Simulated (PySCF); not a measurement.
**Radial density of P (phosphorus, neutral)**

UHF, [Ne] 3s1 3p3 4s1, high-spin 6S determinant (an excited configuration). All numbers are calculated (PySCF 2.14, the non-relativistic Hamiltonian (point nucleus), in dyall-av2z (13s9p2d, 50 functions)).

```
r (bohr)  4πr²ρ (e/bohr)  4πr²(ρα − ρβ)
 0.00213          0.1169         0.0004
 0.00358          0.3160         0.0012
 0.00603          0.8320         0.0030
  0.0101           2.080         0.0076
  0.0171           4.790         0.0174
  0.0287           9.577         0.0345
  0.0483           15.21         0.0546
  0.0812           16.77         0.0691
   0.137           12.18         0.1360
   0.230           12.10         0.3869
   0.386           15.97         0.4157
   0.650           8.202        -0.0348
    1.09           2.144         1.2055
    1.84           2.275         2.2653
    3.09          0.6801         0.6801
    5.20          0.3081         0.3081
    8.75         0.01785         0.0178
```

The outer electron is Rydberg-like, and this basis confines it to a smaller radius and binds it less than a complete one would.

(1) Where is the radial spin density 4πr²(ρα − ρβ) most negative, and why is it negative at all?

Answers

(1) Around r = 0.650 bohr, down to -0.0348 e/bohr: exchange with the open shell polarises the paired shells in an unrestricted calculation.
